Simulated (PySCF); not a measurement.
NMR data sheet: C5H8O2Si

* Formula: C5H8O2Si
* SMILES: CC#CC(=O)CO[SiH3]
* Point group of the computed structure: C1
* Degrees of unsaturation: 3
* Carbon signals: 5
* Proton signals: 3

Bonds (- single, = double, # triple, : aromatic): C1-C2, C2#C3, C3-C4, C4=O5, C4-C6, C6-O7, O7-Si8. C1 carries H9, H10, H11; C6 carries H12, H13; Si8 carries H14, H15, H16.

Computed data (PySCF 2.14.0 with density-fitted response routines): σ from GIAO-PBE0/pcSseg-1, GFN2-xTB geometry. Single conformer, non-relativistic, no solvent model, equivalent nuclei averaged.

δ = σ(ref) − σ, references computed at the same level: $^{1}$H (31.72 ppm), $^{13}$C (186.93 ppm), $^{29}$Si (349.16 ppm) against TMS; $^{17}$O (336.08 ppm) vs H2O.

| carbon | δC, type | δH (multiplicity) | HMBC from (2–3 bonds) | span of the C tensor (ppm) |
| --- | --- | --- | --- | --- |
| C1 | 5.6, CH3 | 2.32 (s) | – | 20 |
| C2 | 107.6, C | – | H9/H10/H11 | 193 |
| C3 | 83.8, C | – | H12/H13, H9/H10/H11 | 254 |
| C4 | 192.7, C | – | H12/H13 | 176 |
| C6 | 74.8, CH2 | 4.07 (s) | H14/H15/H16 | 48 |

Other nuclei:
```json
{"atoms": "H14/H15/H16", "nucleus": "$^{1}$H", "environment": "hydrogen on a silicon bonded to O", "δ (ppm)": "5.01", "σ (ppm)": "26.71"}
{"atoms": "Si8", "nucleus": "$^{29}$Si", "environment": "silicon bonded to O, 3 H", "δ (ppm)": "-36.7", "σ (ppm)": "385.8"}
{"atoms": "O5", "nucleus": "$^{17}$O", "environment": "ketone oxygen", "δ (ppm)": "665.8", "σ (ppm)": "-329.7"}
{"atoms": "O7", "nucleus": "$^{17}$O", "environment": "oxygen bonded to C, Si", "δ (ppm)": "9.2", "σ (ppm)": "326.9"}
```

- Carbon types of the structure: 3 × C, 1 × CH2, 1 × CH3, leaving 3 H on heteroatoms.
- δC 192.7: carbonyl carbon of an ynone.
- δC 107.6, 83.8: alkyne carbon.
- δC 74.8: sp3 CH2 bonded to O, α to a carbonyl; the inductive effect lowers its shielding.
- δC 5.6: propargylic methyl carbon; a saturated carbon with 1 carbon neighbour and no heteroatom attached.
- δH 4.07: hydrogen on an sp3 CH2 bonded to O, α to a carbonyl; its carbon carries O, an electronegative neighbour.

Shifts are as computed. Against solution values, carbons near 30 ppm lie about +3 ppm off and those near 130 ppm about +5 ppm. Of 1309 compounds with measured shifts, 239 miss one by over three times the rms of a fit or turn the order of signals round; such compounds aren't used in these exercises. Unscaled 17O shifts of doubly bonded oxygen tend to come out too high, by tens of ppm or more. Experimental scales use liquid or dissolved standards, which lie at an offset from isolated H2O (liquid H2O: subtract about 36 ppm). Multiplicities follow the n + 1 count of equivalent neighbours, as no J values were calculated; m marks all less simple cases, F and P coupling included.
